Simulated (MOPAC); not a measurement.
Job for MOPAC: PM3 on H2SeTe (SMILES [SeH][TeH]), a point of a torsion scan.

```
PM3 1SCF PRECISE CHARGE=0 THREADS=1
H2SeTe

Se    -1.22248188 1     0.63211207 1     0.35481252 1
Te     1.17302245 1     0.65975266 1    -0.33742630 1
H     -1.65950085 1    -0.50970622 1    -0.41555546 1
H      0.79920729 1     0.87320482 1    -1.92503099 1
```

Program output:

```
*******************************************************************************
 **                                                                           **
 **                              MOPAC v23.2.5                                **
 **                                                                           **
 *******************************************************************************
 ** MOPAC's Digital Object Identifier: https://doi.org/10.5281/zenodo.6511958 **
 **                                                                           **
 ** Please cite the open-source release paper for use of this MOPAC version:  **
 ** J. E. Moussa and J. J. P. Stewart (2026)                                  **
 ** MOPAC: An open-source semiempirical molecular orbital program             **
 ** J. Open Source Softw., 11(119), 8025, https://doi.org/10.21105/joss.08025 **
 *******************************************************************************

                              PM3 CALCULATION RESULTS

 *******************************************************************************
 *  PM3        - The PM3 Hamiltonian to be used
 *
 *
 *
 *                 CHARGE ON SYSTEM = 0
 *
 *
 *
 *  PRECISE    - TIGHTER CRITERIA TO BE USED
 *  1SCF       - DO 1 SCF AND THEN STOP
 *  THREADS=1  - MULTI-THREADING NOT USED
 *  T=         - A TIME OF 172800.0 SECONDS REQUESTED
 *  DUMP=N     - RESTART FILE WRITTEN EVERY 7200.0 SECONDS REQUESTED
 *******************************************************************************
PM3 1SCF PRECISE CHARGE=0 THREADS=1
 H2SeTe

   ATOM   CHEMICAL          X               Y               Z
  NUMBER   SYMBOL      (ANGSTROMS)     (ANGSTROMS)     (ANGSTROMS)

     1      Se         -1.22248188  *   0.63211207  *   0.35481252  *
     2      Te          1.17302245  *   0.65975266  *  -0.33742630  *
     3       H         -1.65950085  *  -0.50970622  *  -0.41555546  *
     4       H          0.79920729  *   0.87320482  *  -1.92503099  *



          CARTESIAN COORDINATES

    NO.       ATOM           X           Y           Z

     1        Se         -1.2225      0.6321      0.3548
     2        Te          1.1730      0.6598     -0.3374
     3         H         -1.6595     -0.5097     -0.4156
     4         H          0.7992      0.8732     -1.9250

  H: (PM3): J. J. P. STEWART, J. COMP. CHEM. 10, 209 (1989).
 Se: (PM3): J. J. P. STEWART, J. COMP. CHEM. 12, 320-341 (1991).
 Te: (PM3): J. J. P. STEWART, J. COMP. CHEM. 12, 320-341 (1991).

           Empirical Formula: H2 Se Te  =     4 atoms



      MOLECULAR POINT GROUP   :   C1


      RHF CALCULATION, NO. OF DOUBLY OCCUPIED LEVELS = 7


 -------------------------------------------------------------------------------
 PM3 1SCF PRECISE CHARGE=0 THREADS=1
 H2SeTe



     1SCF WAS SPECIFIED, SO BFGS WAS NOT USED
     SCF FIELD WAS ACHIEVED


                              PM3 CALCULATION
                                                       MOPAC v23.2.5 Linux




          FINAL HEAT OF FORMATION =         36.62552 KCAL/MOL =     153.24116 KJ/MOL


          COSMO AREA              =        105.20 SQUARE ANGSTROMS
          COSMO VOLUME            =         93.67 CUBIC ANGSTROMS

          IONIZATION POTENTIAL    =          9.228714 EV
          HOMO LUMO ENERGIES (EV) =         -9.229 -3.267
          NO. OF FILLED LEVELS    =          7
          MOLECULAR WEIGHT        =        208.5758         POINT GROUP:  C1

          MOLECULAR DIMENSIONS (Angstroms)

            Atom       Atom       Distance
            H     4    H     3     3.19941
            H     4   Te     2     1.54882
           Te     2   Se     1     1.02621


          SCF CALCULATIONS        =          1





   ATOM   CHEMICAL          X               Y               Z
  NUMBER   SYMBOL      (ANGSTROMS)     (ANGSTROMS)     (ANGSTROMS)

     1      Se         -1.22248188  *   0.63211207  *   0.35481252  *
     2      Te          1.17302245  *   0.65975266  *  -0.33742630  *
     3       H         -1.65950085  *  -0.50970622  *  -0.41555546  *
     4       H          0.79920729  *   0.87320482  *  -1.92503099  *

                             CARTESIAN COORDINATES

   1   Se       -1.222481880     0.632112070     0.354812520
   2   Te        1.173022450     0.659752660    -0.337426300
   3    H       -1.659500850    -0.509706220    -0.415555460
   4    H        0.799207290     0.873204820    -1.925030990


           Empirical Formula: H2 Se Te  =     4 atoms



      MOLECULAR POINT GROUP   :   C1


                  EIGENVALUES
 -19.51016 -14.73107 -13.92211 -11.74452 -10.66025  -9.83161  -9.22871  -3.26675
  -1.12231  -0.12463


              NET ATOMIC CHARGES AND DIPOLE CONTRIBUTIONS

  ATOM NO.   TYPE          CHARGE      No. of ELECS.   s-Pop       p-Pop
    1         Se          -0.093326        6.0933     1.90595     4.18737
    2         Te           0.206706        5.7933     1.95995     3.83334
    3          H          -0.038399        1.0384     1.03840
    4          H          -0.074981        1.0750     1.07498
 DIPOLE           X         Y         Z       TOTAL
 POINT-CHG.     1.731     0.151     0.276     1.759
 HYBRID         0.044    -0.905    -1.082     1.411
 SUM            1.775    -0.754    -0.806     2.090


          ATOMIC ORBITAL ELECTRON POPULATIONS

     Atom    s        px        py        pz
    1 Se   1.90595   1.23364   1.37089   1.58284
    2 Te   1.95995   0.84401   1.96568   1.02366
    3  H   1.03840
    4  H   1.07498

 **********************
 *                    *
 * JOB ENDED NORMALLY *
 *                    *
 **********************




 == MOPAC DONE ==
```

The run finished.

Cost: about 0.05 core-seconds (a rough figure).
